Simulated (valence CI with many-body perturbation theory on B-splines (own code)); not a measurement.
## E1 transitions of Rh30+

Calculated by relativistic CI+MBPT: five valence electrons over a frozen Dirac-Fock core [Ne], a basis of 11 s, 11 p, 10 d, 8 f, 5 g, 2 h functions for each j, with the one-electron correlation potential Σ1, the two-electron term Σ2, the three-electron term Σ3, Breit, model QED; selected CI, second order for the rest, scaled by the run's own slope (own B-spline code, finite nucleus).

The last digits are not significant, and no measured levels were compared; by estimate large intervals hold to a few tenths of a per cent, small ones and those within an open d or f shell to about a per cent. Among the levels kept, up to 3700 cm⁻¹ of a level comes from second order outside the variational space, and about a tenth of that is noise between levels of different J, which matters for small intervals.

Lines 1 to 50 of 580 in falling wavelength, among levels below 2922300 cm⁻¹, chosen from the strongest by gf and those to the six lowest levels. Wavelengths and rates use the calculated energies. Electric multipoles are in the length gauge with retardation, E1 and E2 with the static RPA response of the core. Weak lines are less certain than strong ones. Lines between different terms over intervals too small for the method are left out, as are lines whose strength nearly cancels. The highest levels of a list are the least certain.

Levels are named by their leading jj configuration (3d3/2^4 stands for four electrons in 3d with j = 3/2), which in mixed levels can hold well under half, so a name can repeat and another be missing. Letters in brackets count levels of one name in rising energy.

```
λ vac (nm)                               Upper                               Lower   A (s⁻¹)  S (a.u.)
     27.59      (3s^2 3p1/2^2 3d3/2) J=3/2 [a]                (3s^2 3p3/2^3) J=3/2  3.89e+07  1.61e-03
     21.94      (3s^2 3p1/2^2 3d3/2) J=3/2 [b]                (3s^2 3p3/2^3) J=3/2  1.53e+08  3.19e-03
     17.28          (3s 3p1/2^2 3p3/2^2) J=5/2          (3s^2 3p1/2 3p3/2^2) J=5/2  1.23e+09  1.88e-02
     16.80      (3s 3p1/2^2 3p3/2 3d5/2) J=9/2  (3s^2 3p1/2 3p3/2 3d5/2) J=7/2 [a]  2.03e+09  4.75e-02
     16.70            (3s 3p1/2 3p3/2^3) J=5/2                (3s^2 3p3/2^3) J=3/2  1.30e+09  1.80e-02
     16.52  (3s^2 3p1/2 3p3/2 3d3/2) J=3/2 [a]                (3s^2 3p3/2^3) J=3/2  3.54e+08  3.15e-03
     16.29  (3s^2 3p1/2 3p3/2 3d3/2) J=1/2 [a]                (3s^2 3p3/2^3) J=3/2  2.70e+08  1.15e-03
     16.06     (3s 3p1/2 3p3/2^2 3d5/2) J=11/2          (3s^2 3p3/2^2 3d5/2) J=9/2  4.05e+09  9.93e-02
     15.91          (3s 3p1/2^2 3p3/2^2) J=5/2          (3s^2 3p1/2 3p3/2^2) J=3/2  2.62e+09  3.12e-02
     15.90  (3s^2 3p1/2 3p3/2 3d3/2) J=5/2 [a]                (3s^2 3p3/2^3) J=3/2  6.57e+08  7.82e-03
     15.45          (3s 3p1/2^2 3p3/2^2) J=1/2          (3s^2 3p1/2 3p3/2^2) J=1/2  4.09e+09  1.49e-02
     15.34      (3s^2 3p1/2^2 3d3/2) J=3/2 [a]          (3s^2 3p1/2 3p3/2^2) J=5/2  1.81e+09  1.29e-02
     14.25      (3s^2 3p1/2^2 3d3/2) J=3/2 [a]          (3s^2 3p1/2 3p3/2^2) J=3/2  5.10e+08  2.91e-03
     13.97            (3s 3p1/2 3p3/2^3) J=1/2                (3s^2 3p3/2^3) J=3/2  1.38e+09  3.71e-03
     13.90             (3p1/2^2 3p3/2^3) J=3/2            (3s 3p1/2 3p3/2^3) J=5/2  6.06e+09  3.21e-02
     13.80      (3s 3p1/2^2 3d3/2 3d5/2) J=9/2     (3s 3p1/2 3p3/2^2 3d5/2) J=11/2  2.58e+09  3.34e-02
     13.68  (3s^2 3p1/2 3p3/2 3d5/2) J=3/2 [a]                (3s^2 3p3/2^3) J=3/2  8.16e+08  4.13e-03
     13.66  (3s 3p1/2 3p3/2^2 3d5/2) J=9/2 [c]          (3s^2 3p3/2^2 3d5/2) J=9/2  2.90e+09  3.65e-02
     13.42      (3s^2 3p1/2^2 3d3/2) J=3/2 [b]          (3s^2 3p1/2 3p3/2^2) J=5/2  1.61e+09  7.70e-03
     13.34  (3s^2 3p1/2 3p3/2 3d5/2) J=5/2 [a]                (3s^2 3p3/2^3) J=3/2  7.75e+08  5.45e-03
     12.74            (3s 3p1/2 3p3/2^3) J=3/2          (3s^2 3p1/2 3p3/2^2) J=1/2  2.87e+08  1.17e-03
     12.61       (3p1/2^2 3p3/2^2 3d3/2) J=7/2  (3s 3p1/2 3p3/2^2 3d5/2) J=9/2 [a]  1.64e+10  1.30e-01
     12.57      (3s^2 3p1/2^2 3d3/2) J=3/2 [b]          (3s^2 3p1/2 3p3/2^2) J=3/2  3.93e+08  1.54e-03
     12.56          (3s^2 3p1/2^2 3d5/2) J=5/2          (3s^2 3p1/2 3p3/2^2) J=5/2  1.66e+08  9.72e-04
     12.44  (3s^2 3p1/2 3p3/2 3d3/2) J=3/2 [b]                (3s^2 3p3/2^3) J=3/2  3.70e+08  1.41e-03
     12.34       (3p1/2^2 3p3/2^2 3d3/2) J=5/2      (3s 3p1/2^2 3p3/2 3d5/2) J=7/2  7.21e+09  4.01e-02
     12.30  (3s^2 3p1/2 3p3/2 3d3/2) J=5/2 [b]                (3s^2 3p3/2^3) J=3/2  4.60e+08  2.53e-03
     12.23       (3p1/2^2 3p3/2^2 3d3/2) J=3/2  (3s 3p1/2 3p3/2^2 3d3/2) J=5/2 [a]  1.24e+10  4.49e-02
     11.93        (3s 3p3/2^3 3d5/2) J=7/2 [a]      (3s^2 3p3/2^2 3d5/2) J=5/2 [a]  4.21e+09  2.82e-02
     11.90  (3s^2 3p1/2 3p3/2 3d3/2) J=1/2 [a]          (3s^2 3p1/2 3p3/2^2) J=1/2  1.01e+09  1.67e-03
     11.82          (3s^2 3p1/2^2 3d5/2) J=5/2          (3s^2 3p1/2 3p3/2^2) J=3/2  3.93e+08  1.92e-03
     11.81  (3s 3p1/2 3p3/2^2 3d5/2) J=7/2 [b]  (3s^2 3p1/2 3p3/2 3d5/2) J=7/2 [a]  3.93e+09  2.56e-02
     11.79            (3s 3p1/2 3p3/2^3) J=3/2          (3s^2 3p1/2 3p3/2^2) J=5/2  1.48e+09  4.78e-03
     11.73          (3s 3p1/2^2 3p3/2^2) J=5/2          (3s^2 3p1/2^2 3p3/2) J=3/2  3.88e+09  1.86e-02
     11.69  (3s^2 3p1/2 3p3/2 3d5/2) J=3/2 [b]                (3s^2 3p3/2^3) J=3/2  4.01e+09  1.26e-02
     11.59  (3s 3p1/2 3p3/2^2 3d5/2) J=9/2 [a]      (3s^2 3p1/2 3p3/2 3d3/2) J=7/2  4.90e+09  3.77e-02
     11.42      (3s 3p1/2 3p3/2^2 3d3/2) J=9/2      (3s^2 3p1/2 3p3/2 3d5/2) J=9/2  4.27e+09  3.14e-02
     11.40  (3s 3p1/2 3p3/2^2 3d5/2) J=9/2 [b]  (3s^2 3p1/2 3p3/2 3d5/2) J=7/2 [a]  2.00e+10  1.46e-01
     11.35     (3s 3p1/2 3p3/2^2 3d5/2) J=11/2      (3s^2 3p1/2 3p3/2 3d5/2) J=9/2  1.60e+10  1.38e-01
     11.33  (3s^2 3p1/2 3p3/2 3d5/2) J=3/2 [c]                (3s^2 3p3/2^3) J=3/2  6.80e+08  1.96e-03
     11.26            (3s 3p1/2 3p3/2^3) J=5/2          (3s^2 3p1/2 3p3/2^2) J=5/2  3.98e+09  1.68e-02
     11.21  (3s^2 3p1/2 3p3/2 3d5/2) J=5/2 [b]                (3s^2 3p3/2^3) J=3/2  8.22e+08  3.43e-03
     11.20  (3s^2 3p3/2 3d3/2 3d5/2) J=7/2 [a]          (3s^2 3p3/2^2 3d3/2) J=7/2  4.43e+09  2.46e-02
     11.18  (3s^2 3p1/2 3p3/2 3d3/2) J=3/2 [a]          (3s^2 3p1/2 3p3/2^2) J=5/2  1.56e+09  4.30e-03
     11.14          (3s^2 3p3/2^2 3d5/2) J=1/2                (3s^2 3p3/2^3) J=3/2  3.92e+09  5.34e-03
     11.13            (3s 3p1/2 3p3/2^3) J=3/2          (3s^2 3p1/2 3p3/2^2) J=3/2  1.37e+10  3.73e-02
     11.13       (3p1/2^2 3p3/2^2 3d3/2) J=7/2  (3s 3p1/2^2 3p3/2 3d3/2) J=7/2 [b]  7.20e+09  3.92e-02
     10.89  (3s^2 3p1/2 3p3/2 3d3/2) J=5/2 [a]          (3s^2 3p1/2 3p3/2^2) J=5/2  4.01e+09  1.53e-02
     10.80      (3s^2 3p1/2^2 3d3/2) J=3/2 [a]          (3s^2 3p1/2^2 3p3/2) J=3/2  4.56e+09  1.14e-02
     10.74  (3s 3p1/2^2 3p3/2 3d3/2) J=5/2 [a]          (3s 3p1/2^2 3p3/2^2) J=5/2  1.74e+09  6.38e-03
```
